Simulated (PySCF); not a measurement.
A GIAO shielding run with PySCF 2.14.0 with density-fitted response routines (density fitting, non-relativistic, gas phase) on SMILES c1ccc(SC(F)F)cc1, C₇H₆F₂S:

```
{"job": {"kind": "nmr", "xc": "PBE0", "basis": "pcSseg-1"}, "charge": 0, "multiplicity": 1}
F      2.833599     1.000230     0.936502
C      2.976822    -0.068808     0.131756
F      2.949688     0.393974    -1.132251
S      1.726005    -1.352569     0.438231
C      0.155567    -0.552383     0.159342
C      0.013115     0.759450    -0.258481
C     -1.260830     1.270847    -0.446600
C     -2.378208     0.486804    -0.225849
C     -2.225220    -0.825855     0.191568
C     -0.961858    -1.347865     0.386953
H      3.957480    -0.527125     0.321024
H      0.862124     1.396104    -0.442837
H     -1.370900     2.294370    -0.771191
H     -3.365561     0.894930    -0.378716
H     -3.091827    -1.445338     0.365385
H     -0.827594    -2.367824     0.713753
```

Hardware: 1 thread of an Arm Neoverse V1, shared host. The job also computes population analyses, field gradients, ring-centre shieldings.

Question: How large is the calculation?

Answer: 82 electrons, 207 basis functions and 1092 auxiliary functions.

Question: How long does it take?

Answer: 36 s of wall time, with 14 SCF cycles and 5 response iterations. Times on a shared host scatter by some tens of per cent.
